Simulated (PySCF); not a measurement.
Ta(O)(F)2(OMe) (CH3F2O2Ta), SMILES C[O][Ta](=[O])([F])[F], multiplicity 1.

The structure is a stationary point at B3LYP-D3(BJ)/def2-SVP. The multiplicity is an assumed one; no other spin state was optimised. The structure was generated by enumeration; whether it is a known compound was not checked. The def2 effective core potentials stand for the cores of Ta; spin–orbit coupling is left out. The values are those of a single conformer.

Two levels are set side by side: TDA-PBE/def2-SVPD (PySCF) and TDA-PBE0/def2-SVPD (PySCF). Vertical, same geometry. The lowest singlet is HOMO→LUMO+1 68 %, HOMO−1→LUMO 32 % with PBE and HOMO→LUMO+1 59 %, HOMO−1→LUMO 23 %, HOMO−2→LUMO 11 % with the other functional; states are paired by order. Differences are taken from unrounded values.

| quantity | TDA-PBE |
|---|---|
| lowest singlet excitation (eV) | 6.02 |
| lowest triplet excitation (TDA) (eV) | 5.69 |

Task: These are the TDA-PBE values. What does TDA-PBE0 give? (An estimate is asked for; the answer gives what the named calculation found.)

Result: 
```
quantity                              TDA-PBE0  TDA-PBE minus TDA-PBE0
------------------------------------  --------  ----------------------
lowest singlet excitation (eV)            6.55                   -0.53
lowest triplet excitation (TDA) (eV)      5.96                   -0.27
```

Functionals without exact exchange tend to place singlet excitations lower, as here. Differences between two approximate levels are no errors against the true value.

Rough cost on one machine, each run with all the roots and properties that it gave: TDA-PBE0 against TDA-PBE about 2 times.
